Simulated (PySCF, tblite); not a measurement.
Species: C₄H₉FS₂Si.
Structure used (GFN2-xTB), in Å, numbered top down from 1:
```
atom  x, y, z in Å
C1     2.2868   -1.0370    0.7119
S2     1.0829    0.0838    1.4830
C3     0.1933    0.6083   -0.0290
Si4   -0.7669    2.2378    0.3566
F5    -1.9163    1.8699    1.4155
C6    -0.7245   -0.4122   -0.5649
C7    -1.4732   -1.2675    0.3918
S8    -0.9232   -0.5437   -2.1802
H9     1.7674   -1.8364    0.1907
H10    2.8905   -1.4453    1.5157
H11    2.9132   -0.4786    0.0217
H12    0.9508    0.8647   -0.7728
H13    0.1238    3.1658    1.0233
H14   -1.4649    2.6782   -0.8357
H15   -1.8100   -0.6840    1.2472
H16   -2.3188   -1.7393   -0.1018
H17   -0.8180   -2.0524    0.7753
```

Level of theory: PBE0/pcSseg-1 in PySCF (dipole) on a GFN2-xTB geometry, gas phase.

Take the most abundant isotopes and a rigid rotor. The values belong to one conformer with, in the numbering `[CH3:1][S:2][C@H:3]([SiH2:4][F:5])[C:6]([CH3:7])=[S:8]`, C1–S2–C3–Si4 -161°, S2–C3–Si4–F5 -67°, S2–C3–C6–C7 37°.

Question: Give the principal moments of inertia and the rotational constants in GHz.

Answer: Ia = 449.16, Ib = 460.63, Ic = 715.18 u·Å²; 505379 MHz·u·Å²/I gives 1125, 1097 and 706.6 MHz, that is A = 1.1252, B = 1.0971, C = 0.7066 GHz.

Question: What kind of rotor is it?

Answer: An asymmetric top. Ray's parameter κ = (2B − A − C)/(A − C) = 0.866; −1 is the prolate and +1 the oblate limit.

Question: What does the inertial defect say?

Answer: Not planar: Δ = Ic − Ia − Ib = -194.61 u·Å². For a rigid frame Δ = −2 Σ m c², so Σ m c² = 97.31 u·Å² lies off the ab plane: 22.15 from hydrogen and 75.15 from heavier atoms. The atom farthest from that plane is 2.28 Å away.

Question: Give the other two planar moments, Paa and Pbb, and the rms extents of the mass along the axes.

Answer: Paa = Σ m a² = (Ib + Ic − Ia)/2 = 363.33 and Pbb = Σ m b² = (Ia + Ic − Ib)/2 = 351.86 u·Å². With the mass M = 167.99 u, the rms extents √(P/M) along a, b and c are 1.47, 1.45, 0.76 Å.

Question: Which lines would a microwave search look for?

Answer: The dipole components are |μa| = 0.67 D, |μb| = 1.67 D, |μc| = 0.94 D. Intensities carry the squares of the components, which stand as 0.16 : 1.00 : 0.31 (a : b : c). Some lines, for components of 0.1 D or more:

```
type  branch         J(Ka,Kc)   MHz  lower level (cm⁻¹)
   a       Q  2(1,1) ← 2(1,2)  1171               0.168
   b       Q  2(1,1) ← 2(0,2)  1173               0.168
   b       Q  2(2,1) ← 2(1,2)  1256               0.168
   a       R  1(0,1) ← 0(0,0)  1804               0.000
   b       R  1(1,1) ← 0(0,0)  1832               0.000
   c       R  1(1,0) ← 0(0,0)  2222               0.000
   b       R  2(0,2) ← 1(1,1)  3216               0.061
   a       R  2(1,2) ← 1(1,1)  3217               0.061
   a       R  2(0,2) ← 1(0,1)  3244               0.060
   b       R  2(1,2) ← 1(0,1)  3245               0.060
   a       R  2(1,1) ← 1(1,0)  3998               0.074
   b       R  2(2,1) ← 1(1,0)  4082               0.074
   c       R  2(1,1) ← 1(0,1)  4417               0.060
   c       R  2(2,0) ← 1(1,0)  4446               0.074
   c       R  2(2,1) ← 1(1,1)  4473               0.061
```

Question: Estimate the classical rotational partition function at 100 K, 200 K and 298.15 K.

Answer: Point group C1, symmetry number σ = 1; q = (√π/σ)·√((kT/h)³/(ABC)), k/h = 20836.6 MHz/K: 181000 at 100 K, 511000 at 200 K, 929000 at 298.15 K.

Its GFN2-xTB frequencies are all real (lowest 40 cm⁻¹). No vibrational averaging or centrifugal distortion is included, and the geometry carries the error of its method. A rigid rotor knows nothing of internal rotation, which can split or shift real lines.
